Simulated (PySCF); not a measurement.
SiCl₂, SMILES Cl[Si]Cl (connectivity only; charge and spin as stated), neutral, multiplicity 1.

Coordinates come from a PBE0-D3(BJ)/def2-TZVP optimisation. The isomer is the one that the SMILES or the coordinates give; other isomers of the formula were not compared.

Level of theory: PBE0-D3(BJ)/def2-TZVP (PySCF).

Frequencies are harmonic and unscaled.

Computed vibrational spectrum:
| mode | ν (cm⁻¹) | IR (km/mol) | Raman (Å⁴/amu) | depolarisation | moving atoms (share of kinetic energy) |
|---|---|---|---|---|---|
| 1 | 198 | 1.7 | 4.0 | 0.55 | Cl 84 %, Si 16 % |
| 2 | 515 | 194.4 | 12.2 | 0.75 | Si 60 %, Cl 40 % |
| 3 | 520 | 84.0 | 13.1 | 0.18 | Si 55 %, Cl 45 % |
